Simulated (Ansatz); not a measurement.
Cartesian coordinates in Å:
```
F 0.626 0.555 -1.685
Mo -0.048 0.046 -0.062
F -1.791 0.543 0.186
S 0.095 -2.029 0.111
S 1.118 0.885 1.450
```

The species carries charge 0 and has multiplicity 1. Mo takes the def2 core potential.

(1) List the r2SCAN/def2-TZVPP orbital energies in eV (Ansatz 0.2.0). (Estimate.)

## Answers

(1) The calculation gave: Occupied: -2409.85, -2409.85, -667.24, -667.24, -214.29, -214.29, -158.29, -158.29, -158.28, -158.28, -158.24, -158.24, -72.04, -45.36, -45.17, -44.92, -31.38, -31.17, -18.37, -18.08, -12.97, -12.89, -12.07, -12.04, -11.77, -11.32, -9.59, -9.37, -8.78, -8.27, -8.05, -7.04. Lowest empty: -4.41, -4.25, -3.00, -2.90, -2.71, -0.07, 1.44, 1.46.
